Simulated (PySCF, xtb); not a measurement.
Se(Cl)(GeH3) (ClGeH3Se), SMILES Cl[Se][GeH3].

Harmonic wavenumbers (cm⁻¹) from GFN2-xTB in xtb 6.7.1 at its own minimum, in rising order: 75, 85, 264, 382, 457, 459, 723, 808, 840, 1928, 2011, 2039.

**Question.** What does PBE-D3(BJ)/def2-SVP run with PySCF give at its own minimum? (An estimate is asked for; the answer gives what the named calculation found.)

**Answer.** 96, 119, 270, 382, 501, 515, 771, 823, 847, 2075, 2101, 2103. Paired by order, the mean absolute difference is 44 cm⁻¹ and the zero-point energies are 14.4 and 15.2 kcal/mol.
